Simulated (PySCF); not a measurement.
## Mayer bond orders and bond lengths

Compound: Ge2H7N.
Atom-mapped SMILES: `[NH2:1][GeH2:2][GeH3:3]` (hydrogens: H4, H5 on N1; H6, H7 on Ge2; H8, H9, H10 on Ge3)

Geometry (PBE0-D3(BJ)/def2-SVP, Å), atoms numbered from 1 in this order:
```
atom  x, y, z in Å
N1     1.656    0.630    0.743
Ge2    0.619   -0.850    0.370
Ge3   -1.689   -0.135    0.483
H4     2.656    0.442    0.726
H5     1.476    1.416    0.122
H6     0.899   -1.499   -1.014
H7     0.941   -1.899    1.452
H8    -2.638   -1.298    0.138
H9    -1.940    1.003   -0.527
H10   -2.035    0.382    1.891
```

Bond orders from the PBE0/pcSseg-1 density (PySCF). The structure is a single PBE0-D3(BJ)/def2-SVP conformer in the gas phase; no vibrational or solvent corrections. The calculation is non-relativistic, for germanium too.

Q: How far do the computed orders between heavy atoms stray from the drawn ones?

A: The largest departure is 0.076, at Ge2–Ge3 (drawn single, 0.924).

Q: Give the Mayer order of every bond, beside its length.

A: 
```csv
bond,drawn as,length (Å),Mayer order
N1–Ge2,single,1.846,0.950
Ge2–Ge3,single,2.419,0.924
N1–H4,single,1.018,0.942
N1–H5,single,1.017,0.941
Ge2–H6,single,1.553,0.896
Ge2–H7,single,1.541,0.944
Ge3–H8,single,1.540,0.946
Ge3–H9,single,1.542,0.946
Ge3–H10,single,1.539,0.947
```

Q: Sum the orders of all bonds at each heavy atom with more than one neighbour and set the sums beside the valence in the SMILES.

A: N1 2.833 (drawn 3), Ge2 3.714 (drawn 4), Ge3 3.763 (drawn 4). Orders between atoms that aren't bonded are not in these sums.

Mayer orders depend on the basis set.

These values come from a run that also computed NMR shieldings. The run took 8.8 s of wall time on an Arm Neoverse V2 with one thread, shared host.
